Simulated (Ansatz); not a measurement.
Ansatz results at the PBE0-D4/def2-TZVP geometry: HOMO–LUMO gap (PBE/def2-TZVPP) 4.06 eV; size of the dipole moment (ωB97M-V/def2-TZVPP) 2.25 D; HOMO energy (PBE/def2-TZVPP) -6.61 eV.

Each molecule was computed in one conformer, which needn't be the lowest.

Problem. Which molecule gave them?
A. `C[SiH]([AlH2])[SbH2]`
B. `BCCBr`
C. `BC(C)Br`
D. `FC([SiH3])S`

Solution. B. The others give `C[SiH]([AlH2])[SbH2]`: 3.49, 1.98, -5.52; `FC([SiH3])S`: 5.25, 1.48, -6.33; `BC(C)Br`: 5.16, 1.97, -7.08.
